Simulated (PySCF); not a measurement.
C₈H₈, SMILES C=c1ccccc1=C.

Geometry optimised at ωB97X-D3(BJ)/def2-SVP.

All values below come from ωB97X-D3(BJ)/def2-SVP (PySCF).

Frequencies are harmonic and unscaled.

```csv
mode,ν (cm⁻¹),IR (km/mol),moving atoms (share of kinetic energy)
1,68,0.1,"C 75 %, H 25 %"
2,231,2.2,"C 78 %, H 22 %"
3,359,0.9,"C 66 %, H 34 %"
4,416,2.4,"C 63 %, H 37 %"
5,438,11.9,"C 73 %, H 27 %"
6,440,0.3,"C 60 %, H 40 %"
7,513,10.1,"C 80 %, H 20 %"
8,589,0.6,"C 92 %, H 8 %"
9,666,18.3,H 97 %
10,709,0.5,"H 76 %, C 24 %"
11,742,0.8,"C 82 %, H 18 %"
12,768,1.6,"C 61 %, H 39 %"
13,815,18.5,"H 74 %, C 26 %"
14,856,0.2,"H 65 %, C 35 %"
15,875,1.5,"C 77 %, H 23 %"
16,940,75.3,"H 70 %, C 30 %"
17,946,1.7,"H 60 %, C 40 %"
18,965,0.3,"H 53 %, C 47 %"
19,970,6.2,"C 55 %, H 45 %"
20,1020,3.4,"H 53 %, C 47 %"
21,1025,1.0,"H 75 %, C 25 %"
22,1034,0.3,"H 73 %, C 27 %"
23,1181,0.3,H 94 %
24,1183,5.3,"H 78 %, C 22 %"
25,1262,0.9,"H 52 %, C 48 %"
26,1348,1.4,"C 55 %, H 45 %"
27,1370,0.9,"H 72 %, C 28 %"
28,1442,4.7,"H 71 %, C 29 %"
29,1452,11.8,"H 65 %, C 35 %"
30,1482,0.2,"C 60 %, H 40 %"
31,1682,7.3,C 95 %
32,1705,5.2,"C 89 %, H 11 %"
33,1706,5.3,"C 90 %, H 10 %"
34,1779,0.7,C 92 %
35,3179,1.7,H 94 %
36,3182,2.3,H 94 %
37,3204,0.1,H 92 %
38,3209,0.3,"H 92 %, C 8 %"
39,3223,21.6,"H 91 %, C 9 %"
40,3233,11.8,"H 91 %, C 9 %"
41,3280,5.4,"H 89 %, C 11 %"
42,3283,0.9,"H 89 %, C 11 %"
```
